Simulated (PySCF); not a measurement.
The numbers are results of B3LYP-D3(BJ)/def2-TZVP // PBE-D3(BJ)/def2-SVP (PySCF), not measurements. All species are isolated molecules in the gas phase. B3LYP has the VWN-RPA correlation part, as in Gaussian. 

Reference species: [Cd(Br)2] (neutral, multiplicity 1).

The charge on the central atom (Mulliken) is 0.71 e and the coordination number is 2. The HOMO–LUMO gap comes out as 5.41 eV.

Changed species: [Cd(H)2] (2 of 2 Br replaced by H; the reference has 0 of 2 Br replaced by H).

### Question
Predict the effect on the charge on the central atom (Mulliken), coordination number and HOMO–LUMO gap.

### Answer
the charge on the central atom (Mulliken) drops by 0.40 e, to 0.31 e; the coordination number is nearly the same; the HOMO–LUMO gap goes up by 1.22 eV, to 6.63 eV.
